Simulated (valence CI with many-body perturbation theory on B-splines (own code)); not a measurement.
# Ge¹⁶⁺: electric-dipole lines

Method: valence CI with perturbative core correlation (CI+MBPT): six valence electrons over a frozen Dirac-Fock core [Ne], radial functions for each j: 9 s, 9 p, 8 d, 6 f, 3 g, 1 h, with the one-electron correlation potential Σ1 (screened to all orders), the two-electron term Σ2, the three-electron term Σ3, Breit, model QED; selected single and double excitations, second order for the rest, scaled by the run's own slope (own B-spline code, finite nucleus).

No measured spectrum was set against this ion. As an estimate, levels of excited configurations hold to 0.05 to 0.15 % of their energy, terms of the ground configuration to about 0.5 %. Among the levels kept, up to 1400 cm⁻¹ of a level comes from second order outside the variational space, and about a tenth of that is noise between levels of different J, which matters for small intervals.

Lines 1 to 50 of 87 in falling wavelength, among levels below 803140 cm⁻¹, chosen from the strongest by gf and those to the six lowest levels. Wavelengths and rates use the calculated energies, so an error of 300 cm⁻¹ moves a line at 32.15 nm by 0.096 % and its rate by three times that or more. Electric multipoles are in the length gauge, E1 and E2 with the static RPA response of the core. Weak lines are less certain than strong ones. Lines between different terms over intervals too small for the method are left out, as are lines whose strength nearly cancels. The highest levels of a list are the least certain.

Names give the largest LS component (configuration and term), which can be under half, so a name can repeat, a term be missing and a line seem to break the LS rules; names also repeat where a configuration has a term twice. Letters in brackets count levels of one name in rising energy.

| λ vac (nm) | Upper | Lower | A (s⁻¹) | S (a.u.) with core polarisation | S without |
| --- | --- | --- | --- | --- | --- |
| 32.15 | 3s 3p5 3P°_1 | 3s2 3p4 1S_0 | 9.45e+07 | 4.65e-03 | 4.79e-03 |
| 27.89 | 3s 3p5 3P°_2 | 3s2 3p4 1D_2 | 3.66e+08 | 1.96e-02 | 2.02e-02 |
| 26.03 | 3s 3p5 3P°_1 | 3s2 3p4 1D_2 | 9.31e+07 | 2.43e-03 | 2.51e-03 |
| 25.60 | 3s 3p5 3P°_2 | 3s2 3p4 3P_1 | 1.32e+09 | 5.46e-02 | 5.64e-02 |
| 24.71 | 3s 3p5 1P°_1 | 3s2 3p4 1S_0 | 6.01e+08 | 1.34e-02 | 1.39e-02 |
| 24.02 | 3s 3p5 3P°_1 | 3s2 3p4 3P_1 | 1.43e+09 | 2.94e-02 | 3.03e-02 |
| 23.57 | 3s 3p5 3P°_1 | 3s2 3p4 3P_0 | 1.82e+09 | 3.52e-02 | 3.63e-02 |
| 23.45 | 3s2 3p3 3d 5D°_1 | 3s2 3p4 1S_0 | 2.96e+05 | 5.64e-06 | 5.76e-06 |
| 23.14 | 3s 3p5 3P°_2 | 3s2 3p4 3P_2 | 4.39e+09 | 1.34e-01 | 1.38e-01 |
| 22.86 | 3s 3p5 3P°_0 | 3s2 3p4 3P_1 | 6.55e+09 | 3.86e-02 | 3.98e-02 |
| 21.84 | 3s 3p5 3P°_1 | 3s2 3p4 3P_2 | 3.73e+09 | 5.75e-02 | 5.93e-02 |
| 21.08 | 3s2 3p3 3d 3D°_1 [a] | 3s2 3p4 1S_0 | 8.71e+06 | 1.21e-04 | 1.24e-04 |
| 20.93 | 3s 3p5 1P°_1 | 3s2 3p4 1D_2 | 1.35e+10 | 1.83e-01 | 1.89e-01 |
| 20.06 | 3s2 3p3 3d 5D°_2 | 3s2 3p4 1D_2 | 4.03e+06 | 8.02e-05 | 8.24e-05 |
| 20.04 | 3s2 3p3 3d 5D°_3 | 3s2 3p4 1D_2 | 2.37e+06 | 6.60e-05 | 6.76e-05 |
| 20.02 | 3s2 3p3 3d 5D°_1 | 3s2 3p4 1D_2 | 4.92e+07 | 5.84e-04 | 6.02e-04 |
| 19.61 | 3s 3p5 1P°_1 | 3s2 3p4 3P_1 | 1.63e+08 | 1.82e-03 | 1.87e-03 |
| 19.30 | 3s 3p5 1P°_1 | 3s2 3p4 3P_0 | 8.00e+06 | 8.52e-05 | 8.67e-05 |
| 19.00 | 3s2 3p3 3d 3D°_2 [a] | 3s2 3p4 1D_2 | 7.33e+07 | 1.24e-03 | 1.28e-03 |
| 18.85 | 3s2 3p3 3d 5D°_0 | 3s2 3p4 3P_1 | 7.25e+08 | 2.39e-03 | 2.46e-03 |
| 18.84 | 3s2 3p3 3d 5D°_2 | 3s2 3p4 3P_1 | 2.57e+06 | 4.24e-05 | 4.45e-05 |
| 18.81 | 3s2 3p3 3d 5D°_1 | 3s2 3p4 3P_1 | 1.70e+08 | 1.67e-03 | 1.72e-03 |
| 18.53 | 3s2 3p3 3d 5D°_1 | 3s2 3p4 3P_0 | 1.05e+08 | 9.89e-04 | 1.02e-03 |
| 18.40 | 3s2 3p3 3d 3D°_3 [a] | 3s2 3p4 1D_2 | 1.64e+06 | 3.52e-05 | 3.63e-05 |
| 18.26 | 3s2 3p3 3d 3D°_1 [a] | 3s2 3p4 1D_2 | 9.53e+05 | 8.59e-06 | 8.95e-06 |
| 18.22 | 3s2 3p3 3d 3D°_1 [b] | 3s2 3p4 1S_0 | 1.58e+08 | 1.41e-03 | 1.45e-03 |
| 18.13 | 3s 3p5 1P°_1 | 3s2 3p4 3P_2 | 1.03e+09 | 9.08e-03 | 9.35e-03 |
| 18.12 | 3s2 3p3 3d 3F°_2 [a] | 3s2 3p4 1D_2 | 5.01e+05 | 7.35e-06 | 7.57e-06 |
| 17.90 | 3s2 3p3 3d 3D°_2 [a] | 3s2 3p4 3P_1 | 3.55e+07 | 5.03e-04 | 5.20e-04 |
| 17.89 | 3s2 3p3 3d 3F°_3 [a] | 3s2 3p4 1D_2 | 3.69e+07 | 7.31e-04 | 7.46e-04 |
| 17.72 | 3s2 3p3 3d 3P°_1 [a] | 3s2 3p4 1S_0 | 2.44e+07 | 2.01e-04 | 2.09e-04 |
| 17.47 | 3s2 3p3 3d 5D°_2 | 3s2 3p4 3P_2 | 4.64e+08 | 6.11e-03 | 6.27e-03 |
| 17.46 | 3s2 3p3 3d 5D°_3 | 3s2 3p4 3P_2 | 1.76e+08 | 3.24e-03 | 3.32e-03 |
| 17.44 | 3s2 3p3 3d 5D°_1 | 3s2 3p4 3P_2 | 6.49e+08 | 5.10e-03 | 5.24e-03 |
| 17.25 | 3s2 3p3 3d 3D°_1 [a] | 3s2 3p4 3P_1 | 5.31e+07 | 4.04e-04 | 4.13e-04 |
| 17.18 | 3s2 3p3 3d 3G°_3 | 3s2 3p4 1D_2 | 1.90e+08 | 3.32e-03 | 3.40e-03 |
| 17.12 | 3s2 3p3 3d 3F°_2 [a] | 3s2 3p4 3P_1 | 1.49e+07 | 1.84e-04 | 1.91e-04 |
| 17.02 | 3s2 3p3 3d 3D°_1 [a] | 3s2 3p4 3P_0 | 1.80e+06 | 1.31e-05 | 1.29e-05 |
| 16.99 | 3s2 3p3 3d 1S°_0 | 3s2 3p4 3P_1 | 1.31e+08 | 3.17e-04 | 3.25e-04 |
| 16.67 | 3s2 3p3 3d 3D°_2 [a] | 3s2 3p4 3P_2 | 3.76e+08 | 4.29e-03 | 4.40e-03 |
| 16.20 | 3s2 3p3 3d 3D°_3 [a] | 3s2 3p4 3P_2 | 4.42e+06 | 6.49e-05 | 6.60e-05 |
| 16.19 | 3s2 3p3 3d 1D°_2 | 3s2 3p4 1D_2 | 1.07e+09 | 1.12e-02 | 1.15e-02 |
| 16.10 | 3s2 3p3 3d 3D°_1 [a] | 3s2 3p4 3P_2 | 2.35e+08 | 1.45e-03 | 1.49e-03 |
| 16.08 | 3s2 3p3 3d 3D°_1 [b] | 3s2 3p4 1D_2 | 1.67e+09 | 1.03e-02 | 1.06e-02 |
| 15.99 | 3s2 3p3 3d 3F°_2 [a] | 3s2 3p4 3P_2 | 3.41e+08 | 3.44e-03 | 3.53e-03 |
| 15.98 | 3s2 3p3 3d 3P°_1 [b] | 3s2 3p4 1S_0 | 6.88e+08 | 4.16e-03 | 4.28e-03 |
| 15.81 | 3s2 3p3 3d 3F°_3 [a] | 3s2 3p4 3P_2 | 8.31e+07 | 1.13e-03 | 1.16e-03 |
| 15.77 | 3s2 3p3 3d 3S°_1 | 3s2 3p4 1S_0 | 1.31e+09 | 7.61e-03 | 7.85e-03 |
| 15.69 | 3s2 3p3 3d 3P°_1 [a] | 3s2 3p4 1D_2 | 2.21e+09 | 1.26e-02 | 1.30e-02 |
| 15.48 | 3s2 3p3 3d 3D°_2 [b] | 3s2 3p4 1D_2 | 6.59e+07 | 6.03e-04 | 6.21e-04 |
